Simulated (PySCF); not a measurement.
# Property card for Be4S4 ((BeS)4 cube)

Compound: (BeS)4 cube, Be4S4.
Bonds: Be1–S2, Be1–S4, Be1–S6, S2–Be3, S2–Be7, Be3–S4, Be3–S8, S4–Be5, Be5–S6, Be5–S8, S6–Be7, Be7–S8.

PBE0-D3(BJ)/def2-SVP geometry optimisation, gas phase (PySCF):

```yaml
Point_group: Td
Rotational_constants_A_B_C: 1.243, 1.243, 1.242 GHz
```

From CAM-B3LYP/def2-SVPD ground state, ΔSCF and vertical TDDFT (core frozen in the response) (PySCF):

```yaml
Dipole_moment: 0.00 D by symmetry (numerical residue 0.01 D)
HOMO_energy: -9.18 eV
LUMO_energy: -1.96 eV
HOMO–LUMO_gap: 7.22 eV
Lowest_singlet_excitation: 4.00 eV (310 nm, f = 0.000 summed over 3 states within 0.01 eV)
Strongest_line_among_the_10_lowest_singlet_transitions: S4/S5/S6 at 4.51 eV (275 nm, f = 0.008 summed over these states)
Lowest_triplet_excitation_Tamm–Dancoff: 3.84 eV
Static_isotropic_polarisability: 119.0 au
Vertical_ionisation_energy: 9.93 eV
Vertical_electron_affinity: 1.38 eV
Electronic_spatial_extent_⟨r²⟩_about_the_centre_of_nuclear_charge: 1243 bohr²
```

**KT2/pcSseg-1 ground state and GIAO shieldings, non-relativistic (PySCF)**

```yaml
Isotropic_shieldings_of_nuclei_other_than_C_and_H_by_class: 79 (Be1/Be3/Be5/Be7), 441 (S2/S4/S6/S8) ppm
```

delta-SCF UKS SCAN, pcX-2 on the ionised atom, pcseg-1 elsewhere, spin-free X2C; 2p3/2 from a spin–orbit splitting computed afterwards within the 2p shell (PySCF):

```yaml
Core_binding_energies: Be1s 120.9 (Be1/Be3/Be5/Be7), S2p3/2 168.6 (S2/S4/S6/S8), S1s 2476.3 (S2/S4/S6/S8) eV
```

Monoisotopic mass (most abundant isotopes): 163.9370 u.

The rotational constants are those of a spherical top; the small spread among constants that symmetry makes equal is optimisation noise. The 10 singlets span 4.00 to 6.13 eV, and their oscillator strengths add up to 0.01. With B = h/(8π²I), that is 505.379 GHz u Å² over I, the principal moments of inertia are 406.5, 406.7 and 406.8 u Å² (most abundant isotopes). From the two ΔSCF values, the fundamental gap I − A is 8.55 eV and the Mulliken electronegativity (I + A)/2 is 5.66 eV. The largest Löwdin shares of the LUMO are 0.15 on Be7, 0.15 on Be5, 0.15 on Be3 and 0.15 on Be1. S1 lies 3.22 eV below the HOMO–LUMO gap. −ε(LUMO) is 1.96 eV against a ΔSCF electron affinity of 1.38 eV.

One conformer stands for the species.
